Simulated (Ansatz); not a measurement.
A nudged elastic band was laid between two geometries of CH₇N₃Si (12 atoms, charge 0, multiplicity 1).

Computed with RKS PBE0-D4/def2-SVP (Ansatz).

| Item | Value |
| --- | --- |
| movable images | 5 |
| climbing image | yes |
| spring | 5.0 eV/Å² |
| optimiser | quadratic models (default) |
| start path | IDPP |
| force threshold | 0.05 eV/Å |
| iteration limit | 60 |
| end points | relaxed |

Initial state:

```xyz
12
Properties=species:S:1:pos:R:3
N -1.967 1.616 -0.573
C -1.085 0.590 -0.617
N -0.464 0.147 0.400
Si 0.677 -1.160 0.344
N 2.282 -0.773 0.860
H -2.467 1.918 -1.395
H -2.174 2.044 0.320
H -0.967 0.185 -1.648
H 0.780 -1.667 -1.071
H 0.199 -2.238 1.259
H 2.435 -0.596 1.848
H 2.828 -0.121 0.306
```

Final state:

```xyz
12
Properties=species:S:1:pos:R:3
N -2.142 1.476 -0.206
C -1.309 0.412 -0.144
N -0.069 0.464 -0.423
Si 1.000 -0.902 -0.331
N 2.323 -0.741 0.772
H -3.127 1.388 -0.009
H -1.775 2.365 -0.520
H -1.838 -0.513 0.182
H 1.607 -1.112 -1.678
H 0.217 -2.115 0.096
H 2.124 -0.685 1.765
H 3.066 -0.093 0.533
```

(1) What changes between the two ends?

(2) Give the energies along the band, and the barrier.

(3) What is the geometry of the highest image?

(4) What are the harmonic wavenumbers there?

The band took 5 iterations and about 2.6 core-minutes.

Answers

(1) No bond is made or broken. The dihedral C2–N3–Si4–H10 goes from -121 to 1°. The two ends are copies of one structure, up to a mirror image or an exchange of like atoms.

(2) The run converged. The highest image is number 3 of 0 to 6, 0.074 eV above the ends, which have the same energy within 2 meV. A vibrational analysis at the climbing image gives one clearly imaginary mode, 106i cm⁻¹: a first-order saddle point.

| image | path coordinate (Å) | energy (eV) | dihedral C2–N3–Si4–H10 (°) |
| --- | --- | --- | --- |
| 0 | 0.00 | 0.000 | -121 |
| 1 | 0.63 | 0.020 | -102 |
| 2 | 1.26 | 0.056 | -82 |
| 3 | 1.89 | 0.074 | -60 |
| 4 | 2.52 | 0.056 | -39 |
| 5 | 3.15 | 0.019 | -19 |
| 6 | 3.78 | 0.000 | 1 |

(3) 
```xyz
12
Properties=species:S:1:pos:R:3
N -2.036 1.590 -0.535
C -1.258 0.482 -0.579
N -0.171 0.360 0.068
Si 0.895 -1.010 0.079
N 2.287 -0.819 1.087
H -2.894 1.653 -1.061
H -1.748 2.369 0.042
H -1.693 -0.292 -1.250
H 1.410 -1.271 -1.305
H 0.170 -2.221 0.587
H 2.139 -0.770 2.090
H 2.977 -0.127 0.812
```

(4) 106i, 119, 144, 175, 208, 284, 449, 498, 550, 639, 772, 779, 860, 918, 924, 932, 1028, 1118, 1304, 1418, 1553, 1591, 1802, 2194, 2200, 2990, 3596, 3626, 3691, 3775 cm⁻¹.

Time of the run: 80 s on 2 threads of Arm Neoverse V1, with other jobs on the host, peak memory 0.24 GiB.
